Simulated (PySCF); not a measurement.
**Relaxation of quartet WO(OH)**

These are results of UPBE0 in PySCF with W def2-TZVP with ECP60, O def2-TZVP, H def2-TZVP; scalar-relativistic core potentials, no spin–orbit coupling; density-fitted integrals, not measurements. A (50,194) grid was used.

A hand-made bent (heavy-atom frame) start, with no symmetry imposed:

```xyz
4
charge 0 multiplicity 4, angstrom
W     0.0238   -0.0034   -0.1664
O     1.4737   -0.0034    0.8488
O    -1.6145   -0.0034    0.9808
H    -2.1200    0.7320    1.3347
```

**Question.** What does it relax to?

**Answer.** It ends at Cs with O–H 0.956 Å, W–O 1.702 Å, W–O 1.901 Å; H–O–W 144.1°, O–W–O 147.8°. A frequency run shows a minimum. Other isomers or separated fragments may lie lower.

**Question.** How much energy is released, and in how many steps?

**Answer.** 95.4 kJ/mol in 12 steps.

Open d and f shells are described by one determinant, and the ground state may have another occupation or spin. No spin–orbit coupling is included, which matters more the heavier the element.

The relaxation took 28 s on 4 threads of a shared Arm Neoverse V2 host, with 108 basis functions and 14 gradients; the process peaked at 0.68 GiB.
